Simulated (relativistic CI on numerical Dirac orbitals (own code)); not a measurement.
Fe³⁺ in a cubic cluster: 1s photoemission with charge transfer

Computed with a charge-transfer multiplet model of a cubic metal-ligand cluster with up to 2 ligand holes, Slater and spin-orbit integrals from Dirac-Coulomb-Breit ions, Slater integrals scaled by 0.7. The parameters are those of a tetrahedral site (10Dq negative, t2 hopping the larger). The ground state mixes d5 with configurations of k ligand holes L, whose averages lie at kΔ + k(k − 1)U_dd/2; a core hole lowers each added d electron by U_cd. 300 K, Lorentzian 1.1 eV and Gaussian 0.6 eV FWHM.

Atomic integrals in eV (Slater integrals scaled, ζ unscaled), ground: F2dd 8.389, F4dd 5.243, zeta_d 0.056; with the core hole: F2dd 9.558, F4dd 6.003, zeta_d 0.082, G2cd 0.053.

Cluster parameters (eV): Δ = 0, U_dd = 5.6, 10Dq = -0.15, 10Dq(ligand) = 0, V(eg) = 1.32, V(t2g) = -2.25, final-state hopping factor = 1.

```
         Case   n_d    d5   d6L  d7L2     S
U_cd = 6.4 eV  5.60  0.47  0.46  0.07  2.50
  U_cd = 7 eV  5.60  0.47  0.46  0.07  2.50
U_cd = 8.2 eV  5.60  0.47  0.46  0.07  2.50
```

Weights, n_d and S are thermal averages at 300 K. Binding energies count from the first peak over 30 % of the highest in each spectrum, which can be another peak from case to case. The parameters are a model scan and need not match a compound or its usual spin state. Peaks in eV (height, largest 100):
- U_cd = 6.4 eV: 0.0 (100), 8.9 (20)
- U_cd = 7 eV: 0.0 (100), 9.0 (26)
- U_cd = 8.2 eV: 0.0 (100), 6.7 (6), 9.2 (35), 15.5 (8)

Curve for U_cd = 8.2 eV (points under 2 left out, the grid thinned):

```
E (eV)  Intensity
  -3.5        2.9
  -3.1        3.7
  -2.7        4.8
  -2.2        7.0
  -1.8       10.3
  -1.4       16.2
  -1.0       28.6
  -0.6       54.8
  -0.1       97.0
   0.3       89.0
   0.7       52.6
   1.1       27.8
   1.5       16.2
   2.0        9.9
   2.4        7.3
   2.8        5.5
   3.2        4.3
   3.6        3.5
   4.1        2.9
   4.5        2.7
   4.9        2.7
   5.3        2.9
   5.7        3.6
   6.2        5.2
   6.6        6.2
   7.0        5.9
   7.4        5.8
   7.9        7.8
   8.3       12.6
   8.7       22.8
   9.1       33.7
   9.5       31.6
  10.0       18.6
  10.4       11.2
  10.8        6.7
  11.2        4.3
  11.6        3.0
  12.1        2.2
  14.2        2.2
  14.6        3.4
  15.0        5.8
  15.4        8.0
  15.9        6.2
  16.3        3.5
  16.7        2.0
```

For the case U_cd = 6.4 eV, Δ = 0 eV is smaller than U_dd = 5.6 eV, the charge-transfer side of the Zaanen-Sawatzky-Allen scheme. With the core hole the configuration with one ligand hole lies at Δ − U_cd = -6.4, -7.0, -8.2 eV from the one without, in the order of the table; where this is negative the screened configuration lies lower.

With at most 2 ligand holes the space is cut while the next configuration still counts, so covalency is underestimated, and a final configuration with one more ligand hole, which can lie low, is missing from the spectra.
